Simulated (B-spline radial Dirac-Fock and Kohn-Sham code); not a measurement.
## Pm 6s: cross section and angular parameters

System: the free promethium atom, [Xe] 4f5 6s2; threshold 4.83 eV (orbital energy of the model). Method: Dirac-Hartree-Slater photoionisation with a Latter tail; cross sections with all multipoles, angular parameters from the dipole term and its interference with E2. Computed with a B-spline atomic structure program.

For linearly polarised light dσ/dΩ = σ/(4π) [1 + β P₂(cos θ) + (δ + γ cos²θ) sin θ cos φ], with θ from the polarisation vector and φ the angle between the beam and the projection of the electron momentum on the plane normal to the polarisation.

| hν (eV) | σ (kb) | β | γ |
| --- | --- | --- | --- |
| 80 | 18.5 | 1.862 | 0.100 |
| 85.9 | 17.3 | 1.871 | 0.115 |
| 91.3 | 16.2 | 1.878 | 0.128 |
| 132 | 10.6 | 1.909 | 0.202 |
| 150 | 9.02 | 1.917 | 0.225 |
| 160 | 8.30 | 1.920 | 0.236 |
| 190 | 6.61 | 1.929 | 0.263 |
| 199 | 6.21 | 1.931 | 0.270 |
| 200 | 6.17 | 1.931 | 0.271 |
| 201 | 6.13 | 1.931 | 0.271 |
| 300 | 3.49 | 1.945 | 0.317 |
| 302 | 3.45 | 1.945 | 0.317 |
| 355 | ? | ? | ? |
| 400 | 2.29 | 1.953 | 0.333 |
| 486 | 1.71 | 1.957 | 0.335 |
| 562 | 1.37 | 1.960 | 0.331 |
| 619 | 1.18 | 1.961 | 0.325 |
| 1253.6 | 0.376 | 1.971 | 0.205 |
| 1720 | 0.219 | 1.974 | 0.113 |
| 2280 | 0.133 | 1.976 | 0.023 |
| 2984.4 | 0.0814 | 1.978 | -0.055 |
| 4000 | 0.0470 | 1.980 | -0.112 |
| 6970 | 0.0160 | 1.981 | -0.063 |
| 8047.8 | 0.0120 | 1.982 | -0.002 |
| 8270 | 0.0113 | 1.982 | 0.012 |
| 8940 | 0.00969 | 1.982 | 0.059 |
| 9040 | 0.00947 | 1.982 | 0.066 |
| 10400 | 0.00710 | 1.982 | 0.172 |
| 10900 | 0.00644 | 1.982 | 0.214 |
| 14000 | 0.00379 | 1.981 | 0.484 |

**Question.** Give the values at 355 eV.

**Answer.** σ = 2.73 kb, β = 1.950, γ = 0.328. For an s subshell δ is negligible.
